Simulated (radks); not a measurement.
Results of a calculation; reference values are marked as such.
Problem. Successive ionisation energies (eV) of one element, from differences of total energies of ions in their ground configurations, starting at charge 0: 9.125, 16.018, 25.705, 37.544, 50.435, 64.199, 123.64, 145.89, 163.11, 182.60, 211.78, 213.41, 259.44. Code: a radial shooting solver on a logarithmic mesh with Libxc functionals. Model: scalar-relativistic Kohn-Sham, LDA (Slater exchange, Perdew-Wang correlation), spin-unpolarised, spherical densities, point nucleus. Which element is it?

Solution. Tungsten (Z = 74). The first species listed is W in [Xe] 4f14 5d4 6s2, the last W12+ in [Kr] 4d10 4f14 5s2.
